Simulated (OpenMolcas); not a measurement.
W3+.

- Program: OpenMolcas
- Basis: ANO-R3 [9s7p6d4f3g2h]
- Scalar Hamiltonian: X2C, finite nucleus
- Active space: 3 electrons in 5 orbitals (5d)
- State averaging: 2S+1 = 4 even, 10 roots; 2S+1 = 2 even, 40 roots
- Spin-orbit coupling: state interaction with AMFI integrals over the reference wave functions, term energies averaged over their components

Two sets of levels on these reference wave functions, in cm-1 above 5d3 4F 3/2: one from CASSCF and one from MS-CASPT2, IPEA 0.25 Eh, imaginary shift 0.1 Eh (closed shells correlated: 5s 5p).

```tsv
Level	Set 1	Set 2
5d3 4F 3/2	0.0	0.0
5d3 4F 5/2	3710	3380
5d3 4F 7/2	6990	6740
5d3 4F 9/2 [70 %]	9490	9680
5d3 4P 1/2 [58 %]	12230	14810
5d3 2G 7/2	15600	17910
5d3 2H 9/2 [54 %]	16610	18500
5d3 4P 5/2	17850	19480
5d3 2P 1/2 [58 %]	19350	23580
5d3 2H 11/2	22710	25090
5d3 2G 9/2 [52 %]	24750	27010
5d3 2D 5/2(1)	24100	27560
5d3 2F 7/2	29830	34900
5d3 2F 5/2	29810	35040
5d3 2D 5/2(2)	45520	52460
5d3 2D 3/2(2)	45830	52730
```

Q: Which set is which?

A: Set 1 is MS-CASPT2. Its levels of the other terms of 5d3 lie at 0.82 to 0.92 of the other set's values, as expected, since terms of lower spin or lower L gain more correlation energy than the Hund ground term. Against 12 measured levels (the list in J. Phys. B 45, 035001 (2012)) the mean absolute deviation is 870 cm-1 with it and 3700 cm-1 without; single levels miss by up to 2200 cm-1 with it.

CASPT2 does not keep the components of a term degenerate, so their means are used; among the terms shown or strongly mixed into the levels shown the widest spread is 510 cm-1 (5d3 4F, MS-CASPT2). Without dynamic correlation excited terms often stand tens of per cent too high (terms of higher spin than the ground term too low), and those without a measured partner can miss by more than the paired ones (holds for CASSCF). Some levels mix across a computed gap that differs much from the measured one, so their mixing is not that of the real levels (holds for CASSCF). The CASPT2 spread within a term exceeds the gap to the next term for 5d3 2G and 5d3 4P, 5d3 2H and 5d3 2D(1), so the order of their levels is uncertain (holds for MS-CASPT2). Computed and measured levels are paired by configuration, term and J; levels that our copy of the source lacks, or whose pairing is in doubt (as where it misses far off the trend of its configuration), stay unpaired and out of the deviations. Only configurations of the active space appear. Levels that lie high or do not pair safely by name in every column are left out.

A share in square brackets marks a mixed level and gives the weight of the term that names it, the lowest over the columns. A number in round brackets counts repeated terms of one configuration in the order of the reference energies.
